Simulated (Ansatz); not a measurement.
The same molecule with X = O, S, Se. Ansatz, PBE0-D4/def2-TZVP geometries, multiplicity 1. Each molecule was computed in one conformer, which needn't be the lowest.

Scalar relativity is left out up to krypton.

```tsv
X	molecule	mean X–Al bond length / Å	mean X–H bond length / Å	LUMO energy (PBE0/def2-TZVPP) / eV	HOMO–LUMO gap (B3LYP/def2-TZVPP) / eV	size of the dipole moment (ωB97M-V/def2-TZVPP) / D
S	`[CH3][Al-]([SH2+])([Cl])[Cl]`	2.514	1.345	-0.85	6.77	4.97
Se	`[CH3][Al-]([Cl])([Cl])[SeH2+]`	2.650	1.470	-1.10	6.47	4.85
```

Problem. Give the row for X = O, `[CH3][Al-]([OH2+])([Cl])[Cl]`. (Estimate.)

Solution. Computed: 
| X | molecule | mean X–Al bond length / Å | mean X–H bond length / Å | LUMO energy (PBE0/def2-TZVPP) / eV | HOMO–LUMO gap (B3LYP/def2-TZVPP) / eV | size of the dipole moment (ωB97M-V/def2-TZVPP) / D |
| --- | --- | --- | --- | --- | --- | --- |
| O | `[CH3][Al-]([OH2+])([Cl])[Cl]` | 1.979 | 0.968 | -0.47 | 7.08 | 4.16 |

From O to Se the mean X–Al bond length rises at each step, by 0.671 Å in all; the mean X–H bond length rises at each step, by 0.502 Å in all; the LUMO energy (PBE0/def2-TZVPP) falls at each step, by 0.63 eV in all; the HOMO–LUMO gap (B3LYP/def2-TZVPP) falls at each step, by 0.61 eV in all. Bonds lengthen as the atom grows down the group. Dipoles are sizes alone, and their direction can turn along the series.

B3LYP here is the variant with VWN-RPA as its local correlation; programs differ in this.

Spin–orbit coupling is left out; it splits and shifts lone-pair levels of the heavy atoms by tenths of an eV.
